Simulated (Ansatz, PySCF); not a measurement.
Input for PySCF:
```python
from pyscf import gto, scf, dft

mol = gto.M(
    atom='''
Re    0.00000000   -0.00000000    0.00000000
F     1.10905314   -0.46150799   -1.35505160
F    -1.10905314    0.46150799    1.35505160
F    -1.11122240    0.75995228   -1.16831620
F    -0.88020309   -1.57166272   -0.18512734
F     0.88020309    1.57166272    0.18512734
F     1.11122240   -0.75995228    1.16831620
''',
    basis='def2-svp',
    ecp={'Re': 'def2-svp'},
    spin=1,
    verbose=4,
)

mf = dft.UKS(mol)
mf.xc = 'pbe0'
mf.grids.atom_grid = (99, 590)
mf.grids.prune = None
mf.kernel()
```

### Question
Give the equivalent Ansatz (a first-principles code) input.

### Answer
Several could match; the one computed here: 
Ansatz 0.2 input:
```yaml
crystal:
  periodic: [false, false, false]
  atoms:
    - {symbol: Re, position_ang: [0.00000000, -0.00000000, 0.00000000]}
    - {symbol: F, position_ang: [1.10905314, -0.46150799, -1.35505160]}
    - {symbol: F, position_ang: [-1.10905314, 0.46150799, 1.35505160]}
    - {symbol: F, position_ang: [-1.11122240, 0.75995228, -1.16831620]}
    - {symbol: F, position_ang: [-0.88020309, -1.57166272, -0.18512734]}
    - {symbol: F, position_ang: [0.88020309, 1.57166272, 0.18512734]}
    - {symbol: F, position_ang: [1.11122240, -0.75995228, 1.16831620]}
basis:
  gaussian:
    orbitals: def2-SVP
hamiltonian:
  xc: pbe0
magnetization: {spin_polarized: true, initial_magnetization: 1}
accuracy: high
```

Both were run: PySCF gave -676.428149 Eh and Ansatz -676.428141 Eh, 0.008 mEh apart.
